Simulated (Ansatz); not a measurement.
# Nudged elastic band run: H8NOPSi

Input:

```yaml
crystal:
  periodic: [false, false, false]
  atoms:
    - { symbol: Si, position_ang: [-1.097101, 0.189124, 1.321017] }
    - { symbol: "N", position_ang: [-0.540165, -1.187751, 0.419819] }
    - { symbol: H, position_ang: [-1.619452, -0.109816, 2.686459] }
    - { symbol: H, position_ang: [-2.201969, 0.743007, 0.476019] }
    - { symbol: O, position_ang: [0.154197, 1.241554, 1.586579] }
    - { symbol: H, position_ang: [1.927598, -0.693095, -1.486431] }
    - { symbol: P, position_ang: [1.384302, 0.620972, -1.516822] }
    - { symbol: H, position_ang: [-1.194793, -1.659888, -0.194785] }
    - { symbol: H, position_ang: [0.0839, -1.859361, 0.855392] }
    - { symbol: H, position_ang: [0.68462, 1.408198, 0.7917] }
    - { symbol: H, position_ang: [0.253836, 0.262471, -2.302518] }
    - { symbol: H, position_ang: [2.165027, 1.044684, -2.63643] }
basis:
  gaussian: { orbitals: def2-SVP }
hamiltonian:
  xc: pbe0
  dispersion: d4
neb:
  order_check: false
  images: 5
  f_tol: 0.05
  max_iterations: 60
  initial_path: linear
  final_atoms:
    - { symbol: Si, position_ang: [-0.84177046, 1.00954904, 0.32757412] }
    - { symbol: "N", position_ang: [0.84479457, -2.20597097, 0.38549987] }
    - { symbol: H, position_ang: [-1.78833617, -0.13040681, 0.19094319] }
    - { symbol: H, position_ang: [-1.61570972, 2.26691878, 0.57312724] }
    - { symbol: O, position_ang: [0.12901749, 0.62081702, 1.63345649] }
    - { symbol: H, position_ang: [1.44083136, -1.89633876, -0.38037517] }
    - { symbol: P, position_ang: [0.42996543, 1.38798183, -1.5056254] }
    - { symbol: H, position_ang: [-0.07614867, -2.37583819, -0.01534117] }
    - { symbol: H, position_ang: [0.74346383, -1.41445493, 1.02172699] }
    - { symbol: H, position_ang: [0.80176474, 1.26379252, 1.88051008] }
    - { symbol: H, position_ang: [-0.70758309, 1.47776479, -2.36645035] }
    - { symbol: H, position_ang: [0.63971069, -0.00371531, -1.74504689] }
```

Launched with:

```bash
$ ansatz run input.yaml --threads 2 --pin off --max-ram 3072MiB --backend cpu --events-out ev --progress --plain --runs-dir out
```

Output, in part (warnings, iteration lines, the closing report on the highest movable image, with atoms numbered from 0):

```
NEB end point (image 0): max|allowed force component| = 1.727e-2 eV/Å (the criterion of neb.relax_end_points is 1.000e-2)
NEB end point (image 6): max|allowed force component| = 2.348e-2 eV/Å (the criterion of neb.relax_end_points is 1.000e-2)
NEB iter   1: max|band force component| = 7.604e1 eV/Å  barrier→ = 28.9675 eV  barrier← = 28.5279 eV  Δτ_max = 0.2000 Å  (184 SCF iters)
NEB iter   2: max|band force component| = 1.320e1 eV/Å  barrier→ = 10.3863 eV  barrier← = 9.9467 eV  Δτ_max = 0.2000 Å  (156 SCF iters)
NEB iter   3: max|band force component| = 8.892e0 eV/Å  barrier→ = 6.2418 eV  barrier← = 5.8022 eV  Δτ_max = 0.2000 Å  (149 SCF iters)
NEB iter   4: max|band force component| = 4.584e0 eV/Å  barrier→ = 4.0216 eV  barrier← = 3.5820 eV  Δτ_max = 0.2000 Å  (140 SCF iters)
NEB iter   5: max|band force component| = 4.896e0 eV/Å  barrier→ = 2.8484 eV  barrier← = 2.4089 eV  Δτ_max = 0.1018 Å  (136 SCF iters)
NEB iter   6: max|band force component| = 4.068e0 eV/Å  barrier→ = 2.3573 eV  barrier← = 1.9178 eV  Δτ_max = 0.2000 Å  (133 SCF iters)
NEB iter   7: max|band force component| = 4.894e0 eV/Å  barrier→ = 1.9235 eV  barrier← = 1.4840 eV  Δτ_max = 0.1010 Å  (130 SCF iters)
NEB iter   8: max|band force component| = 1.182e0 eV/Å  barrier→ = 1.5771 eV  barrier← = 1.1375 eV  Δτ_max = 0.1387 Å  (129 SCF iters)
NEB iter   9: max|band force component| = 6.635e-1 eV/Å  barrier→ = 1.4440 eV  barrier← = 1.0044 eV  Δτ_max = 0.2000 Å  (127 SCF iters)
NEB iter  10: max|band force component| = 8.399e-1 eV/Å  barrier→ = 1.4445 eV  barrier← = 1.0049 eV  Δτ_max = 0.1010 Å  (128 SCF iters)
NEB iter  11: max|band force component| = 5.875e-1 eV/Å  barrier→ = 1.2875 eV  barrier← = 0.8479 eV  Δτ_max = 0.1014 Å  (122 SCF iters)
NEB iter  12: max|band force component| = 3.660e-1 eV/Å  barrier→ = 1.2239 eV  barrier← = 0.7843 eV  CI = image 3  Δτ_max = 0.1004 Å  (121 SCF iters)
NEB iter  13: max|band force component| = 3.961e-1 eV/Å  barrier→ = 1.2714 eV  barrier← = 0.8319 eV  CI = image 3  Δτ_max = 0.1002 Å  (126 SCF iters)
NEB iter  14: max|band force component| = 6.981e-1 eV/Å  barrier→ = 1.3061 eV  barrier← = 0.8665 eV  CI = image 3  Δτ_max = 0.0500 Å  (120 SCF iters)
NEB iter  15: max|band force component| = 7.948e-1 eV/Å  barrier→ = 1.3235 eV  barrier← = 0.8839 eV  CI = image 3  Δτ_max = 0.0998 Å  (120 SCF iters)
NEB iter  16: max|band force component| = 9.014e-1 eV/Å  barrier→ = 1.3596 eV  barrier← = 0.9200 eV  CI = image 3  Δτ_max = 0.1972 Å  (120 SCF iters)
NEB iter  17: max|band force component| = 1.071e0 eV/Å  barrier→ = 1.4441 eV  barrier← = 1.0046 eV  CI = image 3  Δτ_max = 0.2000 Å  (129 SCF iters)
NEB iter  18: max|band force component| = 1.273e0 eV/Å  barrier→ = 1.5592 eV  barrier← = 1.1196 eV  CI = image 3  Δτ_max = 0.2000 Å  (132 SCF iters)
NEB iter  19: max|band force component| = 1.478e0 eV/Å  barrier→ = 1.5811 eV  barrier← = 1.1415 eV  CI = image 3  Δτ_max = 0.1005 Å  (130 SCF iters)
NEB iter  20: max|band force component| = 1.153e0 eV/Å  barrier→ = 1.5399 eV  barrier← = 1.1004 eV  CI = image 3  Δτ_max = 0.1013 Å  (122 SCF iters)
NEB iter  21: max|band force component| = 1.739e0 eV/Å  barrier→ = 1.5071 eV  barrier← = 1.0675 eV  CI = image 3  Δτ_max = 0.0506 Å  (123 SCF iters)
NEB iter  22: max|band force component| = 3.229e-1 eV/Å  barrier→ = 1.4850 eV  barrier← = 1.0454 eV  CI = image 3  Δτ_max = 0.0974 Å  (123 SCF iters)
NEB iter  23: max|band force component| = 4.451e-1 eV/Å  barrier→ = 1.4747 eV  barrier← = 1.0351 eV  CI = image 3  Δτ_max = 0.0499 Å  (124 SCF iters)
NEB iter  24: max|band force component| = 2.832e-1 eV/Å  barrier→ = 1.4698 eV  barrier← = 1.0303 eV  CI = image 3  Δτ_max = 0.0494 Å  (122 SCF iters)
NEB iter  25: max|band force component| = 2.813e-1 eV/Å  barrier→ = 1.4681 eV  barrier← = 1.0285 eV  CI = image 3  Δτ_max = 0.0501 Å  (120 SCF iters)
NEB iter  26: max|band force component| = 1.154e-1 eV/Å  barrier→ = 1.4670 eV  barrier← = 1.0275 eV  CI = image 3  Δτ_max = 0.0504 Å  (119 SCF iters)
NEB iter  27: max|band force component| = 3.392e-1 eV/Å  barrier→ = 1.4654 eV  barrier← = 1.0259 eV  CI = image 3  Δτ_max = 0.0251 Å  (120 SCF iters)
NEB iter  28: max|band force component| = 7.118e-2 eV/Å  barrier→ = 1.4657 eV  barrier← = 1.0261 eV  CI = image 3  Δτ_max = 0.0224 Å  (120 SCF iters)
NEB iter  29: max|band force component| = 5.317e-2 eV/Å  barrier→ = 1.4652 eV  barrier← = 1.0256 eV  CI = image 3  Δτ_max = 0.0073 Å  (117 SCF iters)
NEB iter  30: max|band force component| = 2.773e-2 eV/Å  barrier→ = 1.4650 eV  barrier← = 1.0254 eV  CI = image 3  Δτ_max = 0.0000 Å  (230 SCF iters)
Total energy: -20814.83713337 eV, -764.9311558479 hartree
Atom 0 at    -0.719043     0.249601     0.972738 Å, force    -0.009348    -0.029301    -0.009815 eV/Å
Atom 1 at     0.112991    -1.311506     0.282369 Å, force    -0.023857    -0.024332     0.014097 eV/Å
Atom 2 at    -1.223834    -0.356905     2.244252 Å, force    -0.001444     0.003224     0.000220 eV/Å
Atom 3 at    -1.898633     0.526496     0.120394 Å, force     0.001343     0.002106    -0.002508 eV/Å
Atom 4 at     0.334027     1.385954     1.526252 Å, force     0.018095     0.023422    -0.011463 eV/Å
Atom 5 at     0.382937    -0.855350    -0.659831 Å, force     0.012738     0.012860    -0.019202 eV/Å
Atom 6 at     0.543544     1.134014    -1.584237 Å, force    -0.003207    -0.004787    -0.001142 eV/Å
Atom 7 at    -0.486595    -2.138667     0.198522 Å, force     0.005315     0.001360     0.010113 eV/Å
Atom 8 at     0.962866    -1.562881     0.794777 Å, force    -0.001401     0.007744    -0.005269 eV/Å
Atom 9 at     0.699827     1.872747     0.765644 Å, force     0.001111     0.002309     0.019126 eV/Å
Atom 10 at    -0.367562     0.674051    -2.583892 Å, force     0.002701     0.001588     0.005417 eV/Å
Atom 11 at     1.659475     0.382546    -2.076990 Å, force    -0.002046     0.003807     0.000427 eV/Å
Dipole moment:    -0.127278    -1.202318     0.420054 e Å
```

It converged. Neighbouring images differ by up to 1.3 eV, so the band resolves the path poorly. Another band between the same ends (5 images) ends at a top of the same energy, where a vibrational analysis finds 1 clearly imaginary mode. The orbitals stay closed-shell, which can raise the energy where a bond breaks towards radicals; this wasn't checked here.

Final band (atoms are numbered from 1 in the order of the input):

```json
{"image": "0", "path coordinate (Å)": "0.00", "energy (kcal/mol)": "0.0", "Si1–N2 (Å)": "1.74", "H6–P7 (Å)": "1.42", "Si1–P7 (Å)": "3.79"}
{"image": "1", "path coordinate (Å)": "1.27", "energy (kcal/mol)": "1.1", "Si1–N2 (Å)": "1.73", "H6–P7 (Å)": "1.42", "Si1–P7 (Å)": "3.83"}
{"image": "2", "path coordinate (Å)": "2.54", "energy (kcal/mol)": "4.3", "Si1–N2 (Å)": "1.74", "H6–P7 (Å)": "1.44", "Si1–P7 (Å)": "3.51"}
{"image": "3", "path coordinate (Å)": "3.81", "energy (kcal/mol)": "33.8", "Si1–N2 (Å)": "1.90", "H6–P7 (Å)": "2.20", "Si1–P7 (Å)": "2.99"}
{"image": "4", "path coordinate (Å)": "5.60", "energy (kcal/mol)": "24.3", "Si1–N2 (Å)": "2.52", "H6–P7 (Å)": "3.01", "Si1–P7 (Å)": "2.33"}
{"image": "5", "path coordinate (Å)": "7.39", "energy (kcal/mol)": "12.8", "Si1–N2 (Å)": "3.70", "H6–P7 (Å)": "3.47", "Si1–P7 (Å)": "2.27"}
{"image": "6", "path coordinate (Å)": "9.19", "energy (kcal/mol)": "10.1", "Si1–N2 (Å)": "3.63", "H6–P7 (Å)": "3.62", "Si1–P7 (Å)": "2.26"}
```

The run took 5.9 min on 2 threads of Intel(R) Xeon(R) 6975P-C (Granite Rapids), with other jobs on the host, peak memory 0.27 GiB.
